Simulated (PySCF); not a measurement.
Cartesian coordinates in Å; atom numbers follow the order of the lines, from 1:
```xyz
19

C    -1.153   -1.662   -1.191
Si   -0.750   -0.165   -0.084
N    -1.989    1.010   -0.378
N    -0.861   -0.397    1.629
C     1.024    0.385   -0.453
C     2.170    0.043    0.456
C     1.678    1.449    0.383
H    -2.167   -2.009   -1.019
H    -1.065   -1.419   -2.244
H    -0.480   -2.491   -0.992
H    -2.203    1.236   -1.335
H    -1.959    1.856    0.168
H    -0.268   -1.091    2.054
H    -1.787   -0.463    2.019
H     1.285    0.417   -1.505
H     3.126   -0.193    0.011
H     1.963   -0.518    1.354
H     2.296    2.187   -0.108
H     1.127    1.833    1.227
```

[PySCF 2.14.0 with density-fitted response routines: geometry: GFN2-xTB; PBE0/pcSseg-1 with gauge-including orbitals; non-relativistic Hamiltonian; one averaged value for each set of equivalent atoms; single conformer; gas phase]

List the cross peaks expected in HSQC, COSY and HMBC spectra.

Results:



HSQC (one-bond C–H):
```
              δH           δC
  0.45 (H16/H18)  2.3 (C6/C7)
  0.17 (H17/H19)  2.3 (C6/C7)
0.05 (H8/H9/H10)     1.8 (C1)
     -0.62 (H15)     1.4 (C5)
```

COSY cross peaks (H two or three bonds apart, from the bond graph; peaks can be absent where the dihedral angle is near 90°):
```
            δH              δH
0.45 (H16/H18)  0.17 (H17/H19)
0.45 (H16/H18)     -0.62 (H15)
0.17 (H17/H19)     -0.62 (H15)
```

HMBC (two and three bonds, from the bond graph):
```
              δH                     δC
  0.45 (H16/H18)  2.3 (C6/C7), 1.4 (C5)
  0.17 (H17/H19)  2.3 (C6/C7), 1.4 (C5)
0.05 (H8/H9/H10)               1.4 (C5)
     -0.62 (H15)  2.3 (C6/C7), 1.8 (C1)
```

References, each an isolated molecule treated in the same way: ¹H (σ = 31.72 ppm) and ¹³C (σ = 186.93 ppm) vs TMS.

The OH or NH signal is concentration- and solvent-dependent in practice; the value given is the gas-phase one. Shifts are as computed. Against solution values, carbons near 30 ppm lie about +3 ppm off and those near 130 ppm about +5 ppm. Of 1211 compounds with measured shifts, 218 miss one by over three times the rms of a fit or turn the order of signals round; such compounds aren't used in these exercises.
